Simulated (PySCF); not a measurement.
C3H9FSi, SMILES CCC[SiH2]F (GFN2-xTB optimised geometry):

```
14

C      1.685    -1.676    -0.002
C      1.118    -0.261     0.000
C     -0.410    -0.261     0.000
Si    -1.168     1.474     0.000
F     -2.772     1.294    -0.006
H      2.772    -1.656    -0.002
H      1.352    -2.219    -0.884
H      1.352    -2.221     0.879
H      1.483     0.272     0.881
H      1.483     0.274    -0.880
H     -0.761    -0.817     0.873
H     -0.761    -0.817    -0.874
H     -0.879     2.221    -1.216
H     -0.888     2.218     1.221
```

Method: PBE0/def2-TZVP (PySCF).

Problem. What are the frontier orbital energies and the dipole moment?

Solution. HOMO-2 -9.62 eV, HOMO-1 -9.43 eV, HOMO -8.53 eV, LUMO 0.25 eV, LUMO+1 0.87 eV; dipole moment 2.04 D.

On the same geometry PBE/def2-TZVP in PySCF gives HOMO-2 -8.17 eV, HOMO-1 -7.96 eV, HOMO -7.20 eV, LUMO -0.63 eV, LUMO+1 0.08 eV; dipole moment 1.96 D.

Meta-Löwdin charges at PBE0/def2-TZVP: C1 -0.34, C2 -0.18, C3 -0.46, Si4 0.95, F5 -0.52, H6 0.12, H7 0.11, H8 0.11, H9 0.10, H10 0.10, H11 0.12, H12 0.12, H13 -0.12, H14 -0.12.
